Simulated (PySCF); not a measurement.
# Computed properties of [(Z)-prop-1-enyl]silane (C3H8Si), SMILES C/C=C\[SiH3]

[(Z)-prop-1-enyl]silane (C3H8Si), SMILES C/C=C\[SiH3]. Geometry: r2SCAN-D4/def2-SVP. Other conformers were not sampled. All values are computed for the isolated molecule unless a solvent is named; none is compared with measurement here.

**Structure.** The optimised structure has Cs symmetry. All 30 harmonic modes at r2SCAN-D4/def2-SVP (PySCF) are real, so it is a minimum. With heavy atoms numbered as in [CH3:1]/[CH:2]=[CH:3]\[SiH3:4], the shortest bond between them is C2–C3 at 1.347 Å and the longest C3–Si4 at 1.875 Å.

**Vibrations.** The strongest infrared lines (harmonic, unscaled, degenerate partners summed) lie at 927 cm⁻¹ (252 km/mol, H 90 %, Si 8 %), 2201 cm⁻¹ (124 km/mol, H 96 %), 2228 cm⁻¹ (122 km/mol, H 97 %). The softest mode is at 72 cm⁻¹ and the zero-point energy is 59.3 kcal/mol.

**Electronic structure.** CAM-B3LYP/def2-TZVP (PySCF) places the frontier levels at -8.77 and 0.66 eV, a gap of 9.43 eV, and gives a dipole moment of 1.22 D and a mean polarisability of 64.4 bohr³. PBE/def2-TZVP (PySCF) at the same geometry gives -6.37 and -1.44 eV, so its gap is 4.50 eV narrower. An orbital gap is neither the optical nor the fundamental gap.

**Excitations.** TDDFT-PBE0/def2-SVPD (PySCF) has S1 at 6.54 eV (190 nm, f = 0.328, bright); the most intense of the 10 singlets computed lies at 6.54 eV (f = 0.33). T1 (TDA) is at 3.96 eV. TDDFT-PBE/def2-SVPD (PySCF) puts S1 at 6.19 eV. No vertical singlet excitation falls in the visible range (under 3.1 eV).

**NMR.** GIAO shifts at PBE0/pcSseg-1 (PySCF) (non-relativistic, atoms alike by connectivity averaged): ¹³C from 24.9 to 161.9 ppm against TMS; ¹H from 2.2 to 7.1 ppm against TMS; ²⁹Si at -84.5 ppm against TMS.

**Solvation.** SMD-ωB97X/def2-SVP (PySCF) gives 2.1 kcal/mol in water, -2.2 kcal/mol in diethylether, -2.1 kcal/mol in benzene (1 M in both phases, gas-phase geometry).
